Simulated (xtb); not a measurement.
C₈H₁₂Sn (SMILES C=[CH][Sn]([CH]=C)([CH]=C)[CH]=C), singlet, geometry from GFN2-xTB (such geometries of metal compounds can be far from the true shape); xtb 6.7.1 with GFN2-xTB.

xtb was given this input:
```
$ xtb mol.xyz --gfn 2 --chrg 0 --uhf 0 --json

# file mol.xyz
21

C     -2.34956217     1.98384491    -0.10175669
C     -1.31431038     1.62809920     0.63354554
Sn     0.11122402     0.07558467     0.09454479
C     -0.30611682    -1.70543337     1.27356854
C     -1.40849447    -1.90148357     1.97024161
C     -0.05378305    -0.38416470    -2.02350741
C     -0.48326960    -1.52892442    -2.51764415
C      2.12594803     0.77630803     0.52546259
C      3.14597075     0.69349121    -0.30643983
H     -2.56400531     1.52412988    -1.05263064
H     -3.03546011     2.75783006     0.21275599
H     -1.14440948     2.12330475     1.58003164
H      0.45915531    -2.46966498     1.26446482
H     -2.19855318    -1.16972481     2.01274545
H     -1.57413943    -2.80792449     2.53531719
H      0.23777051     0.40764976    -2.70055144
H     -0.78748174    -2.34847672    -1.88748130
H     -0.55216069    -1.70204623    -3.58252119
H      2.27726639     1.21717371     1.50148224
H      4.12960787     1.05481756    -0.04166517
H      3.05291553     0.26327375    -1.29000798
```

Predict the main parts of the log of this xtb run.


```
   ID    Z sym.   atoms
    1    6 C      1, 2, 4-9
    2   50 Sn     3
    3    1 H      10-21

           -------------------------------------------------
          |                Calculation Setup                |
           -------------------------------------------------

           -------------------------------------------------
          |                 G F N 2 - x T B                 |
           -------------------------------------------------

          ...................................................
          :                      SETUP                      :
          :.................................................:
          :  # basis functions                  54          :
          :  # atomic orbitals                  53          :
          :  # shells                           31          :
          :  # electrons                        48          :
          :  max. iterations                   250          :
          :  Hamiltonian                  GFN2-xTB          :
          :  restarted?                      false          :
          :  GBSA solvation                  false          :
          :  PC potential                    false          :
          :  electronic temp.          300.0000000     K    :
          :  accuracy                    1.0000000          :
          :  -> integral cutoff          0.2500000E+02      :
          :  -> integral neglect         0.1000000E-07      :
          :  -> SCF convergence          0.1000000E-05 Eh   :
          :  -> wf. convergence          0.1000000E-03 e    :
          :  Broyden damping             0.4000000          :
          :  net charge                          0          :
          :  unpaired electrons                  0          :
          ...................................................

 iter      E             dE          RMSdq      gap      omega  full diag
   1    -24.3425682 -0.243426E+02  0.623E+00    4.25       0.0  T
   2    -23.2605003  0.108207E+01  0.742E+00    3.61       1.0  T
   3    -25.5425790 -0.228208E+01  0.238E+00    4.45       1.0  T
   4    -25.5158006  0.267784E-01  0.128E+00    4.46       1.0  T
   5    -25.5536266 -0.378260E-01  0.514E-01    4.39       1.0  T
   6    -25.5589313 -0.530467E-02  0.171E-01    4.43       1.0  T
   7    -25.5590421 -0.110767E-03  0.739E-02    4.42       1.0  T
   8    -25.5591448 -0.102676E-03  0.377E-02    4.42       1.0  T
   9    -25.5591488 -0.404513E-05  0.233E-02    4.42       1.0  T
[...]
         :: total energy             -25.114040011953 Eh    ::
[...]
     #   Z sym  total        # sym  WBO       # sym  WBO       # sym  WBO
 ---------------------------------------------------------------------------
     1   6 C    3.989 --     2 C    2.007    10 H    0.979    11 H    0.964
     2   6 C    3.964 --     1 C    2.007    12 H    0.967     3 Sn   0.726
     3  50 Sn   3.027 --     8 C    0.727     2 C    0.726     6 C    0.726
                             4 C    0.725
     4   6 C    3.965 --     5 C    2.006    13 H    0.967     3 Sn   0.725
     5   6 C    3.989 --     4 C    2.006    14 H    0.979    15 H    0.963
     6   6 C    3.970 --     7 C    2.006    16 H    0.967     3 Sn   0.726
     7   6 C    3.990 --     6 C    2.006    17 H    0.979    18 H    0.964
     8   6 C    3.957 --     9 C    2.006    19 H    0.967     3 Sn   0.727
     9   6 C    3.988 --     8 C    2.006    21 H    0.979    20 H    0.964
    10   1 H    0.998 --     1 C    0.979
    11   1 H    0.985 --     1 C    0.964
    12   1 H    0.998 --     2 C    0.967
    13   1 H    0.998 --     4 C    0.967
    14   1 H    0.998 --     5 C    0.979
    15   1 H    0.984 --     5 C    0.963
    16   1 H    0.998 --     6 C    0.967
    17   1 H    0.998 --     7 C    0.979
    18   1 H    0.985 --     7 C    0.964
    19   1 H    0.998 --     8 C    0.967
    20   1 H    0.985 --     9 C    0.964
    21   1 H    0.998 --     9 C    0.979
 ---------------------------------------------------------------------------

Topologies differ in total number of bonds
Writing topology from bond orders to xtbtopo.mol

molecular dipole:
                 x           y           z       tot (Debye)
 q only:       -0.016      -0.025      -0.010
   full:       -0.058      -0.049      -0.042       0.220
molecular quadrupole (traceless):
                xx          xy          yy          xz          yz          zz
 q only:        0.173       0.070      -0.317      -0.269       0.190       0.144
  q+dip:        0.098       0.003      -1.053      -0.779       0.991       0.956
   full:        0.185       0.021      -0.700      -0.509       0.558       0.514

           -------------------------------------------------
          | TOTAL ENERGY              -25.114040011953 Eh   |
          | GRADIENT NORM               0.000041427080 Eh/α |
          | HOMO-LUMO GAP               4.422019679654 eV   |
           -------------------------------------------------

normal termination of xtb
```
